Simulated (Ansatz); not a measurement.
Ansatz (a quantum-chemistry and plane-wave program) input (B3LYP-D3(BJ)/def2-TZVP):

Ansatz 0.2 input:
```yaml
crystal:
  periodic: [false, false, false]
  atoms:
    - {symbol: Si, position_ang: [1.26027023, 0.40492549, -0.06725349]}
    - {symbol: F, position_ang: [1.53668300, 0.11662743, 1.48943773]}
    - {symbol: O, position_ang: [-0.31989006, 0.28737179, -0.30890185]}
    - {symbol: Si, position_ang: [-1.86943588, -0.20078823, -0.14530978]}
    - {symbol: H, position_ang: [1.93945463, -0.65205549, -0.79056772]}
    - {symbol: H, position_ang: [1.63434626, 1.78375753, -0.30498153]}
    - {symbol: H, position_ang: [-2.04220261, -1.29936876, -1.08389006]}
    - {symbol: H, position_ang: [-2.12385346, -0.48784718, 1.25761878]}
basis:
  gaussian:
    orbitals: def2-TZVP
hamiltonian:
  xc: b3lyp
  dispersion: d3bj
magnetization: {spin_polarized: true, initial_magnetization: 1}
relax: {f_tol: 0.002, max_steps: 150}
```

End of the output:

```
1005 factors; their error is unknown
mean field: 0.92 GiB planned
mean field -20590.87760424 eV, -756.7007949578 hartree, gradient 4.6e-5 eV, S^2 0.751621; 1 other end points of the search recorded, 0 dependent functions left out
the calculation of the forces begins
reference -20590.87787184 eV, -756.7008047917 hartree; 25, 24 occupied and 135, 136 virtual orbitals, 1005 factors
Total energy: -20591.15838699 eV, -756.7111135334 hartree
Atom 0 at     1.309397     0.363170    -0.027654 Å, force    -0.000389    -0.000277    -0.001424 eV/Å
Atom 1 at     1.566081     0.357027     1.551879 Å, force     0.000816     0.000229     0.001508 eV/Å
Atom 2 at    -0.198677    -0.147448    -0.335009 Å, force    -0.001069     0.000128    -0.000205 eV/Å
Atom 3 at    -1.825629    -0.131535    -0.079010 Å, force     0.001243     0.000109    -0.000116 eV/Å
Atom 4 at     2.260151    -0.576746    -0.641583 Å, force    -0.000181    -0.000145     0.000211 eV/Å
Atom 5 at     1.481470     1.750910    -0.491873 Å, force    -0.000294     0.000078     0.000165 eV/Å
Atom 6 at    -2.456738    -0.914871    -1.173467 Å, force    -0.000083    -0.000067    -0.000234 eV/Å
Atom 7 at    -2.120682    -0.747884     1.242868 Å, force    -0.000043    -0.000056     0.000095 eV/Å
Dipole moment:    -0.070263     0.035809    -0.211667 e Å
```

It need not be the lowest isomer of its formula.
